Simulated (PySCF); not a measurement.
**Stationary points of TaO2Br**

Level of theory: PySCF, PBE0, basis Ta def2-TZVP with ECP60, O def2-TZVP, Br def2-TZVP (scalar-relativistic core potentials, no spin–orbit coupling, density fitting).

Relaxations began from a few typed shapes. The search is not exhaustive: other isomers or separated fragments can lie lower, and high-lying points may rest on an excited occupation.

(1) Order these stationary points by electronic energy, lowest first, in kJ/mol from the lowest minimum.
A. singlet Cs: Ta–Br 2.467 Å, Ta–O 1.724 Å (×2); Br–Ta–O 110.6° (×2), O–Ta–O 106.4°
B. singlet C2v: Ta–Br 2.510 Å, Ta–O 1.728 Å (×2); Br–Ta–O 124.9° (×2), O–Ta–O 110.2°

(2) Which of them are minima?

Answers

(1) A (0.0), B (23.1).

(2) By energy in kJ/mol, 0.0: minimum; 23.1: saddle point, 1 imaginary mode.

Formally Ta is in oxidation state +5, d0. The polar-tensor charge on Ta, 2.03, is far below the formal one.

For the lowest minimum: no spin–orbit coupling is included, which matters more the heavier the element.
